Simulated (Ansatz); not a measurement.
`[CH3][Nb]([NH2])([F])=[S]` + H₂O → `[NH2][Nb]([OH])([F])=[S]` + CH₄ at 700 K and 1 bar (formal hydrolysis of the Nb–C bond).

Calculated with Ansatz (gas phase, PBE0-D4/def2-TZVP geometries, no zero-point term in ΔE). CBS: MP2 limit from def2 TZ/QZ plus the TZ coupled-cluster correction, frozen cores. This one scheme is used for every species. def2 core potentials past Kr. For Nb outer-core shells are correlated without core-valence functions, which leaves a few kJ/mol of doubt a bond. One conformer a species, not always the lowest.

```csv
species,CCSD(T)/CBS energy (Eh),H − E (kJ/mol),S (J/(mol·K))
`[CH3][Nb]([NH2])([F])=[S]`,-650.39729,253.1,499.3
H₂O,-76.37941,80.5,218.4
`[NH2][Nb]([OH])([F])=[S]`,-686.36905,187.7,473.4
CH₄,-40.46206,145.9,224.0
```

H − E and S are ideal-gas, rigid-rotor, harmonic terms from PBE0-D4/def2-TZVP, for one conformer and one mirror image of each species. 1 Eh = 2625.50 kJ/mol, R = 8.31446 J/(mol·K).

Problem. By hand: ΔE, ΔH, ΔS and ΔG.

Solution. ΔE = (-686.36905) + (-40.46206) − (-650.39729) − (-76.37941) = -0.05441 Eh = -142.9 kJ/mol. Δ(H − E) = 187.7 + 145.9 − 253.1 − 80.5 = 0.0, so ΔH = -142.9 kJ/mol. ΔS = 473.4 + 224.0 − 499.3 − 218.4 = -20.3 J/(mol·K). ΔG = -142.9 − 700 × (-20.3)/1000 = -128.7 kJ/mol.

Problem. By hand: the equilibrium constant, and the temperature at which ΔG would vanish if ΔH and ΔS stayed fixed.

Solution. log₁₀ K = −ΔG/(RT ln 10) = 9.6. ΔG = 0 at ΔH/ΔS = 7039 K, far beyond where these terms or the molecules hold.

ΔH outweighs TΔS. A doubt of 5 kJ/mol in ΔE shifts log₁₀ K by 0.4 here. Other conformers and mirror images would add mixing entropy, several J/(mol·K) or more a flexible species. These are equilibria of isolated gas molecules and say nothing of rates. Largest T1 diagnostic: 0.023 (customary marks: 0.02 for closed shells, 0.045 for open ones).
